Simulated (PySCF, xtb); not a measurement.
HNSi, SMILES N#[SiH].

GFN2-xTB (xtb) at its own geometry gives an orbital gap of 3.72 eV and a dipole moment of 6.69 D.

Coordinates come from a B3LYP-D3(BJ)/def2-TZVPD optimisation.

**Question.** What does ωB97X/def2-TZVPD (PySCF) give? (An estimate is asked for; the answer gives what the named calculation found.)

**Answer.** gap 9.88 eV (levels -10.05 and -0.17 eV), dipole 5.19 D.
